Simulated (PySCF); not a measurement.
C5H13N, SMILES CC(CN)(C)C, singlet, GFN2-xTB optimised geometry.

```
19

C     -0.65    -1.39    -1.24
C     -0.14    -0.66     0.00
C     -0.64    -1.37     1.26
C      1.39    -0.66     0.00
C     -0.68     0.78     0.00
N     -0.29     1.50    -1.20
H     -0.40    -0.83    -2.13
H     -0.22    -2.39    -1.31
H     -1.74    -1.50    -1.20
H     -0.27    -0.88     2.16
H     -0.30    -2.40     1.28
H     -1.73    -1.37     1.30
H      1.76    -1.68     0.11
H      1.77    -0.07     0.82
H      1.77    -0.27    -0.93
H     -1.77     0.74     0.01
H     -0.35     1.28     0.93
H     -0.76     2.40    -1.23
H      0.71     1.68    -1.20
```

Density from PySCF with PBE0/def2-SVP at that geometry.

Minimum of the electron density along straight lines between bonded atoms, close to the bond critical point (lines longer than 1.1 times the sum of covalent radii, or with two minima, are not listed):

```tsv
bond	length / Å	ρ at the minimum / e bohr⁻³	∇²ρ there / e bohr⁻⁵	position (fraction from the first atom)
C1–C2	1.529	0.244	-0.55	0.50
C2–C3	1.531	0.243	-0.55	0.50
C2–C4	1.531	0.243	-0.55	0.50
C2–C5	1.540	0.243	-0.56	0.49
C5–N6	1.455	0.269	-0.76	0.40
C1–H7	1.086	0.279	-1.04	0.63
C1–H8	1.088	0.275	-0.99	0.62
C1–H9	1.087	0.275	-1.00	0.62
C3–H10	1.088	0.275	-1.00	0.62
C3–H11	1.087	0.276	-1.00	0.62
C3–H12	1.088	0.276	-1.00	0.62
C4–H13	1.088	0.276	-1.00	0.62
C4–H14	1.089	0.275	-0.99	0.62
C4–H15	1.087	0.276	-1.00	0.62
C5–H16	1.094	0.279	-1.03	0.62
C5–H17	1.104	0.272	-0.96	0.62
N6–H18	1.014	0.335	-1.54	0.76
N6–H19	1.014	0.335	-1.54	0.76
```
